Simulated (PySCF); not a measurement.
C2H4Cl2Si, SMILES C=C[SiH](Cl)Cl, singlet (B3LYP/def2-SVP optimised geometry):

```
9

Si    -0.140    -1.248     0.000
Cl     1.936    -1.248     0.000
Cl    -0.785    -2.242    -1.705
C     -0.776     0.495     0.000
C     -1.560     0.964     0.982
H     -0.613    -1.993     1.190
H     -0.500     1.159    -0.829
H     -1.863     0.341     1.832
H     -1.936     1.993     0.984
```

Calculation: B3LYP/def2-TZVP run with PySCF.

What are the frontier orbital energies and the dipole moment?

HOMO-2 -8.92 eV, HOMO-1 -8.67 eV, HOMO -8.25 eV, LUMO -1.36 eV, LUMO+1 -0.01 eV; dipole moment 2.30 D.

On the same geometry PySCF 2.14.0 with PBE/def2-TZVP gives HOMO-2 -7.83 eV, HOMO-1 -7.54 eV, HOMO -7.34 eV, LUMO -2.15 eV, LUMO+1 -0.75 eV; dipole moment 2.21 D.

Meta-Löwdin charges at B3LYP/def2-TZVP: Si1 0.87, Cl2 -0.29, Cl3 -0.29, C4 -0.36, C5 -0.19, H6 -0.10, H7 0.13, H8 0.12, H9 0.13.
